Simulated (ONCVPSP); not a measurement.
# Which change was made? (Mo, ONCV)

Mo (Z = 42), optimised norm-conserving Vanderbilt (ONCV), made with ONCVPSP 4.0.1 (PBE, fully relativistic). Core [Ar] 3d10, reference 4s2 4p6 4d5 5s1. Waves: 4s+5s: rc 1.80 bohr, ncon 5, nbas 8, qcut 6.8 1/bohr, 2 projectors; 4p: rc 1.95 bohr, ncon 4, nbas 8, qcut 5.5 1/bohr, 1 projector; 4d: rc 1.70 bohr, ncon 4, nbas 9, qcut 5.6 1/bohr, 2 projectors, debl 1.9 Ha. Local part: polynomial inside 1.55 bohr (lpopt 5, dvloc0 4 Ha). Core correction: polynomial model core, fcfact 0.7.

Open shells are filled in proportion to 2j + 1.

Cutoffs, loose and tight: the cutoffs (Ha) at which the residual kinetic energy of the hardest occupied pseudo-wave falls to 1 and 0.1 mHa per electron. They do not see the model core or the augmentation charge, which bear on the density cutoff. Test errors are all-electron minus pseudo excitation energies from the reference, over the configurations 4s2 4p6 4d5 5s0; 4s2 4p6 4d4 5s0; 4s2 4p6 4d3 5s0; 4s2 4p6 4d4 5s1 5p1; variants that change the core or the reference have their own tests.

The base gives: outcome: generated; cutoff, loose: 19 Ha; cutoff, tight: 92 Ha; bound ghosts: none; GHOST(+) flags above zero: none; largest test error (meV): +19.

Question: After one change the result is: outcome: generated; cutoff, loose: 19 Ha; cutoff, tight: 92 Ha; bound ghosts: none; GHOST(+) flags above zero: s; largest test error (meV): +8.8. Which change was it?
A. local potential polynomial inside 1.15 bohr (lpopt 5, dvloc0 0 Ha)
B. local potential polynomial inside 1.55 bohr (lpopt 5, dvloc0 6 Ha)
C. s: qcut 9.2

Answer: B. The others give: s: qcut 9.2 → outcome: generated; cutoff, loose: 27 Ha; cutoff, tight: 92 Ha; bound ghosts: none; GHOST(+) flags above zero: s; largest test error (meV): +20 | local potential polynomial inside 1.15 bohr (lpopt 5, dvloc0 0 Ha) → outcome: generated; cutoff, loose: 19 Ha; cutoff, tight: 92 Ha; bound ghosts: none; GHOST(+) flags above zero: s, d5/2; largest test error (meV): +70.
